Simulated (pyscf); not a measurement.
Optimised with ωB97X-D3(BJ)/def2-SVP in PySCF. Correlated levels are frozen-core, on RHF or UHF. ΔMP2 is the change of the MP2 total energy from the triple- to the quadruple-zeta basis.

Question: What is the homolytic dissociation enthalpy (298 K, CCSD(T)/def2-TZVPP + ΔMP2(QZVPP)) of the Se–Zn bond of `[ZnH][SeH]`, to ZnH• + SeH•?

Answer: Se–Zn to ZnH• + SeH•: 83.3 kcal/mol. The CCSD(T) − MP2 part came from Ansatz, without density fitting, on the same reference. The frozen core leaves the outer d or s,p core shells of the metals and heavy elements correlated in the MP2 and CC values, and def2-TZVPP describes them poorly, which can shift differences by a few kcal/mol. Left out: the spin-orbit lowering of SeH, which is large for Br, Se, Te and I. Elements up to Kr have no core potential and no relativistic terms here.
